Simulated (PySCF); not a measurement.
Fractional electron number in Cu (copper, neutral)

The 4s alpha orbital of [Ar] 3d10 4s1 is emptied in steps (occupation f), with all orbitals relaxed, ending at [Ar] 3d10. Calculation: PySCF 2.14, in aug-pcseg-2; no relativity, point nucleus. The exact energy is a straight line in f; departures are measured from the line between the end points of the same method.

```
  f  PBE0 (eV)  r2SCAN (eV)  LC-wPBE (eV)
  1      0.000        0.000         0.000
0.9     -0.215       -0.261        -0.003
0.7     -0.505       -0.617        -0.006
0.5     -0.604       -0.738        -0.006
0.3     -0.510       -0.620        -0.006
0.1     -0.219       -0.267        -0.004
  0      0.000        0.000         0.000
```

```
 method  E(f=0) − E(f=1) (eV)  −ε at f=1 (eV)  −ε at f=0.5 (eV)
   PBE0                 7.757           5.373             7.742
 r2SCAN                 8.028           5.131             8.034
LC-wPBE                 7.605           7.564             7.605
```

Orbital energy along the path (eV):

```
  f     PBE0   r2SCAN  LC-wPBE
  1   -5.373   -5.131   -7.564
0.9   -5.838   -5.694   -7.578
0.7   -6.782   -6.819   -7.598
0.5   -7.742   -8.034   -7.605
0.3   -8.718   -9.196   -7.608
0.1   -9.706  -10.394   -7.633
  0  -10.187  -10.991   -7.657
```

Reference removal energy between the ground levels: 7.726 eV (measured; NIST Atomic Spectra Database, ionization energies).
